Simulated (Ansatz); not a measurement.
All numbers were calculated with Ansatz.

Basis-set series for `[F][Ti]12345678([Cl])([C@H]9[C@@H]1[C@@H]2[C@@H]3[C@H]94)[C@H]1[C@@H]5[C@@H]6[C@@H]7[C@H]18`. Charge 0, multiplicity 1. Geometry: relaxed with PBE0-D4/def2-TZVP.

| functional | basis | functions | energy (Eh) | HOMO (eV) | LUMO (eV) |
| --- | --- | --- | --- | --- | --- |
| PBE0-D4 | def2-SVP | 253 | -1795.27434 | -6.63 | -2.04 |
| PBE0-D4 | def2-QZVPP | 1090 | -1796.13246 | -6.70 | -2.05 |
| ωB97M-V | def2-SVP | 253 | -1795.88227 | -8.65 | 0.16 |
| ωB97M-V | def2-QZVPP | 1090 | -1796.75665 | -8.74 | 0.08 |

Q: Give the rows for def2-TZVPP. (Best estimate.)

A: The calculation gave: 
```csv
functional,basis,functions,energy (Eh),HOMO (eV),LUMO (eV)
PBE0-D4,def2-TZVPP,587,-1796.07850,-6.68,-2.03
ωB97M-V,def2-TZVPP,587,-1796.70607,-8.73,0.13
```

Positive LUMOs are unbound and depend on the basis. Scalar relativity is left out up to krypton.
